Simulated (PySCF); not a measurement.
# Reading the logs of faulty runs: BGeH5OSi

Calculated results; nothing here was measured. The program is PySCF 2.14.0, an open-source quantum chemistry code, run on an isolated molecule that a program drew, which may never have been made. The molecule is BGeH5OSi (charge 0, singlet), drawn as the SMILES string `B[SiH2][Ge][OH]`.

Each row is a Hartree-Fock (HF) and frozen-core CCSD(T) single point in the cc-pV(D+d)Z basis, meant for a local HF minimum. Run 1 is clean. Each other run has one planted mistake out of seven kinds, and not every kind appears here: one electron removed, one electron added, multiplicity raised by two, geometry at a saddle point, minimal basis STO-3G, one bond length entered in bohr, all coordinates scaled. The reference is restricted for singlets and unrestricted otherwise, and also for a bond in bohr. Adding or removing an electron swaps singlet and doublet. Electrons count all cores. HOMO and LUMO are orbital energies over both spins, the gradient is its largest component, and the lowest frequency (negative if imaginary) is given only where the gradient is small. Bond lengths are over the 8 bonds as drawn. T1 is the CCSD diagnostic: over 0.02 (restricted) or 0.045 (unrestricted) a single reference is doubtful. Germanium has the cc-pVDZ-PP basis, with a core potential (ECP10MDF) in place of its 10 inner electrons, and its 3s, 3p and 3d shells are frozen in CCSD(T).

Geometry of the clean run:
```xyz
9
BGeH5OSi, angstrom
B     1.9584   -1.9538    0.1383
Si    1.5908    0.0397    0.2126
Ge    2.1161    0.5179    2.6141
O     2.5140   -1.2316    2.8414
H     1.0945   -2.7503    0.3788
H     3.0521   -2.3702   -0.1246
H     0.1815    0.4209   -0.0822
H     2.4636    0.8634   -0.6695
H     2.7870   -1.4817    3.7136
```

```
run  electrons  basis functions  <S^2>  HOMO (eV)  LUMO (eV)  gradient (hartree/bohr)  lowest frequency (cm^-1)  mean bond (Å)  longest bond (Å)      T1  HF (hartree)  CCSD(T) (hartree)                     mistake
  1         64               99  0.000      -8.08       0.65                  3.4e-05                        49         1.5833             2.504  0.0206    -684.74841         -685.26568                    no fault
  2         64               99  2.028      -7.04      -0.25                  1.4e-02                         -         1.5833             2.504  0.0203    -684.71126         -685.20829  multiplicity raised by two
  3         63               99  0.786     -15.39      -6.29                  4.5e-02                         -         1.5833             2.504  0.0242    -684.48544         -684.97861        one electron removed
  4         64               99  0.000      -8.04       0.77                  3.4e-02                         -         1.5342             2.427  0.0198    -684.74051         -685.25397      all coordinates scaled
  5         65               99  0.765      -1.00       6.17                  4.5e-02                         -         1.5833             2.504  0.0222    -684.75374         -685.27798                           ?
```

**Which mistake was planted in run 5, and what did it cost?**

It counts 65 electrons, one more than the clean run, at the same geometry and basis. So the mistake is: one electron added. Subtracting run 1 and multiplying by 627.51 kcal/mol a hartree, the energy moved by -3.3 kcal/mol in HF and -7.7 kcal/mol in CCSD(T).

Cautions from the logs. Run 1: T1 is over the limit, so its CCSD(T) energy is less reliable.
